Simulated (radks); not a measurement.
Problem. These are the eigenvalues of the occupied orbitals of an atom or ion with whole-number occupations (hartree). Calculated with a radial shooting solver on a logarithmic mesh with Libxc functionals: scalar-relativistic Kohn-Sham, BLYP, spin-polarised, spherical densities, point nucleus.

| orbital | eigenvalue |
|---|---|
| 1s up | -554.5848 |
| 1s down | -554.5719 |
| 2s up | -75.76074 |
| 2s down | -75.75327 |
| 2p up | -67.39857 |
| 2p down | -67.38632 |
| 3s up | -12.86225 |
| 3s down | -12.84599 |
| 3p up | -10.17949 |
| 3p down | -10.16128 |
| 3d up | -5.73850 |
| 3d down | -5.71741 |
| 4s up | -2.93159 |
| 4s down | -2.80469 |
| 4p up | -2.26991 |

Which element is it, and in what charge state? The configuration may be excited. Open shells, if any, are filled with parallel spins first.

Solution. Z = 37, rubidium, charge +4: Rb4+ in [Ar] 3d10 4s2 4p3. The list shows which subshells hold electrons but not how many an open one holds; the 1s level, -554.58 hartree, gives Z - s = 33.3 by -(Z - s)^2/2, which with screening and relativity narrows Z to a few neighbours, and the depths of the outer levels then fix element, charge and occupations together.
